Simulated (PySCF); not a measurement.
Molecule: sum formula Si2H3F3, net charge 0, singlet state. SMILES: F[SiH](F)[SiH2]F
Geometry from a B3LYP-D3(BJ)/def2-TZVP (Ansatz) optimisation:
```xyz
8

F     -1.8125    -1.5016     0.5221
Si    -1.4275    -0.0227     0.0132
Si     0.9017     0.0560    -0.3318
F      1.2524     1.4963    -0.9345
F      1.6590    -0.0713     1.0694
H     -1.8508     0.9539     1.0401
H     -2.1489     0.2302    -1.2541
H      1.4702    -0.9610    -1.2376
```
Charge 0, spin multiplicity 1.

Dispersion corrections to the total energy (kcal/mol) from the dftd3 and dftd4 libraries through PySCF: D3(BJ) without and D4 with the three-body term, each with the damping fitted for the functional named.

| functional | D3(BJ) | D4 |
|---|---|---|
| B2PLYP | -3.19 | ? |
| B3LYP | -6.38 | -6.05 |
| LC-wPBE | -3.51 | -4.19 |
| revPBE | ? | -10.46 |
| HSE06 | -2.52 | -2.96 |
| BLYP | -7.69 | -8.10 |
| B2GP-PLYP | -3.32 | ? |

Problem. Some entries are withheld; supply them.

Solution. 
- B2PLYP, D4: -2.59
- revPBE, D3(BJ): -8.25
- B2GP-PLYP, D4: -1.58
